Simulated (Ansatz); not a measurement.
Reaction: CH2N (SMILES C=[N], doublet) → CH2N (SMILES N=[CH], doublet)
Each species at its own B3LYP-D3(BJ)/def2-TZVP minimum (Ansatz, a first-principles code).

Total energies in hartree (Ansatz). Open shells are spin-unrestricted; no spin-orbit coupling. Cores are frozen in correlated methods. No relativity. The UHF reference of CH2N (C=[N], doublet) is spin-contaminated (<S^2> up to 0.18 over the pure value in the sets run). The UHF reference of CH2N ([CH]=N, doublet) is spin-contaminated (<S^2> up to 0.08 over the pure value in the sets run).

| species | HF/cc-pVTZ | CCSD(T)/cc-pVTZ | HF/cc-pVQZ | CCSD(T)/cc-pVQZ | CCSDT(Q)/cc-pVTZ |
|---|---|---|---|---|---|
| 1: CH2N (SMILES C=[N], doublet) | -93.46588 | -93.82264 | -93.47240 | -93.84908 | -93.82463 |
| 2: CH2N (SMILES [CH]=N, doublet) | -93.43109 | -93.80111 | -93.43815 | -93.82880 | -93.80292 |

Question: Work out the isomerisation energy (electronic) in kJ/mol: take Hartree-Fock from cc-pVQZ, extrapolate the CCSD(T) correlation energy as X^-3 (X = 3, 4), and add CCSDT(Q) - CCSD(T) in cc-pVTZ. 1 hartree = 2625.5 kJ/mol.

Answer: 
Species 1: correlation (64·(-0.37668) - 27·(-0.35676))/37 = -0.39122; step -0.00199; E1 = -93.47240 + (-0.39122) + (-0.00199) = -93.86561
Species 2: correlation (64·(-0.39065) - 27·(-0.37002))/37 = -0.40570; step -0.00181; E2 = -93.43815 + (-0.40570) + (-0.00181) = -93.84566
-1·E1 +1·E2 = 0.01995 hartree = 52.4 kJ/mol.
